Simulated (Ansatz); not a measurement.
`NBF` + HBr → `NBBr` + H–F  (ligand exchange at a B–F bond)

Isolated molecules relaxed with PBE0-D4/def2-TZVP in Ansatz; ΔE leaves out vibrations. CCSD(T)/CBS is the MP2 limit (def2-TZVPP, def2-QZVPP) plus CCSD(T) − MP2 in def2-TZVPP, frozen cores. This one scheme is used for every species. For Br outer-core shells are correlated without core-valence functions, which leaves a few kJ/mol of doubt a bond. Scalar relativity is left out up to krypton. Each species was taken in one conformer, which may not be the lowest.

| species | CCSD(T)/CBS(def2) energy (Eh) |
| --- | --- |
| `NBF` | -181.19761 |
| HBr | -2573.91920 |
| `NBBr` | -2654.70322 |
| H–F | -100.39570 |

Work out ΔE.

ΔE = (-2654.70322) + (-100.39570) − (-181.19761) − (-2573.91920) = 0.01789 Eh = +11.2 kcal/mol.

Largest T1 diagnostic among the species: 0.012.

The D4 term adds −1.2 kcal/mol with B3LYP and −0.6 kcal/mol with PBE0; it sums over pairs of atoms, weighted by their polarisabilities, and B3LYP, whose exchange is more repulsive, gets the larger term. Leaving LDA and LC-ωPBE aside and taking each functional with its dispersion term where it has one, the values, not all of them listed here, spread over 4.6 kcal/mol, from revPBE-D4 to CAM-B3LYP-D4.

B3LYP here is the variant with VWN-RPA as its local correlation; programs differ in this.
